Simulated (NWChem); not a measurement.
System: CrNH$_{3}$S$_{2}$O; SMILES [NH]=[Cr](=[O])([SH])[SH]

Here is an NWChem input.

```
start job
memory heap 200 mb stack 900 mb global 1100 mb
geometry units angstroms noautoz
  Cr     0.382190     0.003921    -0.047688
  O      1.314905     0.025482     1.185914
  N      1.159913     0.017387    -1.459397
  H      2.137475     0.065270    -1.761441
  S     -0.845105     1.844770    -0.121222
  H     -1.211691     1.838115     1.182519
  S     -0.814602    -1.857072     0.121499
  H     -1.126481    -1.979380    -1.187950
end
basis spherical
  * library def2-svp
end
dft
  xc b3lyp
  iterations 150
  mulliken
end
task dft energy
```

Structure relaxed at the B3LYP/6-31G* (spherical d) level. Not confirmed as a minimum by frequencies. B3LYP is NWChem's, with the RPA form of VWN correlation.

Problem. Predict the main results of this run. (B3LYP/def2-SVP.) Quantities: energy (Ha); highest occupied level (eV); orbital gap (eV); dipole (D).

Solution. 
```yaml
energy (Ha): -1972.23
highest occupied level (eV): -6.93
orbital gap (eV): 3.21
dipole (D): 1.38
```
